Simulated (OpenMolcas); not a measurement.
## Lines of Ni⁴⁺: computed and rescaled rates

```yaml
Program: OpenMolcas
Method: "MS-RASPT2, IPEA 0.25 Eh, imaginary shift 0.1 Eh (closed shells correlated: 3s)"
Basis: ANO-RCC-VTZP [6s5p3d2f1g]
Scalar_Hamiltonian: DKH2, point nucleus
Active_space: 12 electrons in 8 orbitals (RAS1 3p, at most 2 holes; RAS2 3d)
State_averaging: 2S+1 = 5 even, 5 roots; 2S+1 = 3 even, 45 roots; 2S+1 = 1 even, 44 roots
Spin-orbit_coupling: RASSI with atomic mean-field integrals over the reference wave functions, term energies averaged over their components
```

Rates come from the transition moments of the reference wave functions (E1 and E2 in the length form). At fixed line strength A goes as λ^-3 for E1 and M1 and as λ^-5 for E2, so a rate at the computed wavelength can be rescaled to the measured one. Measured vacuum wavelengths follow from level energies in Corliss and Sugar, J. Phys. Chem. Ref. Data 10, 197 (1981). Branching counts decays inside the model space alone, at computed energies, and the table is only a selection of the E2 and M1 lines, drawn from those between levels with measured partners whose computed energy lies within a factor of 1.5 of the measured one.

```
     Upper       Lower  Type  λ computed (nm)  λ measured (nm)  A computed (s-1)  A rescaled (s-1)  Branching %
   3d6 1S0  3d6 3P1(1)    M1            515.4            526.3          6.28e+00                          100.0
3d6 3P0(1)     3d6 5D1    M1            351.2            360.1          3.77e+00                           98.7
3d6 1G4(2)     3d6 1I6    E2            263.9            272.9          3.62e+00          3.06e+00         44.8
3d6 3P1(1)     3d6 5D2    M1            358.8            367.5          2.89e+00                           76.4
3d6 3P0(2)     3d6 5D1    M1            149.7            154.2          2.60e+00                           39.1
3d6 3F4(1)     3d6 5D4    M1            336.9            343.4          2.30e+00                           84.0
3d6 3P2(1)     3d6 5D3    M1            385.5            395.8          2.29e+00                           90.7
3d6 3F3(1)     3d6 5D3    M1            341.7            348.7          1.28e+00                           65.6
   3d6 1D2  3d6 3F3(1)    M1            490.9            525.3          1.24e+00                           40.2
3d6 1G4(1)  3d6 3F4(1)    M1            744.2            764.3          1.19e+00                           39.5
   3d6 3D3     3d6 5D4    M1            233.3            238.5          1.14e+00                           55.7
   3d6 3D1     3d6 5D1    M1            245.3            251.1          7.27e-01                           39.7
3d6 3F2(1)     3d6 5D2    M1            344.7              352          5.13e-01                           56.8
   3d6 1I6     3d6 3H6    M1            695.8            707.2          4.52e-01                           60.8
   3d6 1I6     3d6 3H5    M1            715.5            731.3          2.90e-01                           39.0
   3d6 3G3     3d6 3H4    M1             1469             1525          2.07e-01                           40.1
   3d6 3G5     3d6 3H6    M1             1569             1627          1.90e-01                           47.3
   3d6 3G4  3d6 3F4(1)    M1             2029             2025          1.56e-01                           41.7
   3d6 3H4     3d6 5D4    M1            355.8              359          9.46e-02                           85.1
   3d6 5D3     3d6 5D4    M1            11610            11240          2.22e-02          2.45e-02        100.0
   3d6 5D2     3d6 5D3    M1            17040            16660          1.31e-02          1.40e-02        100.0
   3d6 5D1     3d6 5D2    M1            26740            26210          4.94e-03          5.25e-03        100.0
   3d6 3H5     3d6 3H6    M1            25180            21410          1.62e-03          2.64e-03         92.2
   3d6 5D0     3d6 5D1    M1            54800            53730          9.84e-04          1.04e-03        100.0
   3d6 3H6     3d6 5D4    E2            364.1            368.9          1.92e-05                          100.0
```

Spin-changing lines and M1 lines between different terms are not rescaled, since their strength hangs on the term gaps too.

The largest correction is for 3d6 3H5 → 3d6 3H6 (M1): 1.62e-03 × (25180 / 21410)^3 = 2.64e-03 s-1, a factor of 1.63.

These are rates of the free ion; in crystals, glasses and complexes forced electric-dipole and non-radiative decay shorten such lifetimes by orders of magnitude. No measured rate stands beside these. Rescaling mends the energy factor alone: line strengths can still be far off where a level mixes with configurations outside the active space, and weak or spin-changing lines hang on small mixing coefficients that depend on the term gaps too, so rescaling need not improve them.

Term energies are means over components that CASPT2 splits; among the terms shown or strongly mixed into the levels shown the widest spread is 770 cm-1 (3d6 1I). Active for correlation alone: 3p; no level in the range computed is led by a configuration that opens it, so any true level of that kind is missing. The CASPT2 spread within a term exceeds the gap to the next term for 3d6 3H and 3d6 3P(1), 3d6 3D and 3d6 1G(1), so the order of their levels is uncertain. Measured partners are found by configuration, term and J. A level has none where our copy of the source lacks it or the pairing is in doubt (some pairs that miss far off the trend of their configuration count as doubtful). Only configurations of the active space appear.

A number in round brackets counts repeated terms of one configuration in the order of the reference energies.
